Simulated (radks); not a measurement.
The numbers below are computed, except where a source is named.
Dipole-allowed excitations along the series with 11 electrons in [Ne] 3s1. Level of theory: scalar-relativistic Kohn-Sham, LB94 model potential, spin-polarised, spherical densities, finite nucleus; open shells are filled with parallel spins first; Fermi nuclear charge, rms radius of each element as measured or else 0.836 A^(1/3) + 0.57 fm (a radial shooting solver on a logarithmic mesh with Libxc functionals). Time-dependent linear response with the Hartree and adiabatic LDA kernel, continuum included through the Sternheimer equations, no spin-orbit coupling, so fine structure and intercombination lines are absent. Lines are the poles of the dipole polarisability below minus the highest occupied eigenvalue, found on a grid refined at the orbital gaps; the lowest seven at most are given, and weak or close lines can be missed. The first line takes the name of the lowest orbital gap if no other gap lies below it; otherwise a line is named after a gap within 0.6 % of it, if that gap stands alone.

species  -e(HOMO) (eV)  lowest orbital gap (eV)  first line (eV)      f  static alpha (bohr^3)
S5+             89.793             3s-3p 12.872   13.799 (3s-3p)  0.610                  2.494
Cl6+            116.16             3s-3p 14.905   15.979 (3s-3p)  0.566                  1.729
Ar7+            145.64             3s-3p 16.952   18.169 (3s-3p)  0.528                  1.250
K8+             178.22             3s-3p 19.019   20.379 (3s-3p)  0.496                 0.9328
Ca9+            213.89             3s-3p 21.110   22.612 (3s-3p)  0.468                 0.7146
Sc10+           252.67             3s-3p 23.232   24.874 (3s-3p)  0.443                 0.5592
